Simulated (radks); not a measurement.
Q: Re3+, 72 electrons, occupied as [Xe] 4f14 5d4. All-electron calculation, Dirac Kohn-Sham, PBEsol, spin-unpolarised, spherical densities, point nucleus; open shells are shared between the two j in proportion to 2j + 1; speed of light set to 205.554 atomic units (1.5 times the physical value, a model run). Program: a radial shooting solver on a logarithmic mesh with Libxc functionals.

Spin-orbit splittings of the eigenvalues, e(l+1/2) - e(l-1/2), with zeta = 2 splitting/(2l+1) and mean radii in bohr:

| shell | occ. | splitting (eV) | zeta (eV) | <r> j=l-1/2 | <r> j=l+1/2 |
|---|---|---|---|---|---|
| 2p | 6 | 568.3 | 378.9 | 0.06799 | 0.07141 |
| 3p | 6 | 122.4 | 81.61 | 0.1982 | 0.2044 |
| 3d | 10 | 29.91 | 11.96 | 0.1789 | 0.1809 |
| 4p | 6 | 28.27 | 18.84 | 0.4694 | 0.4836 |
| 4d | 10 | 5.916 | 2.366 | 0.4983 | 0.5033 |
| 4f | 14 | ? | ? | 0.5680 | 0.5717 |
| 5p | 6 | 4.311 | 2.874 | 1.193 | 1.233 |
| 5d | 4 | 0.5036 | 0.2014 | 1.649 | 1.668 |

Estimate the 4f splitting.

A: 1.166 eV (zeta = 0.3332 eV).
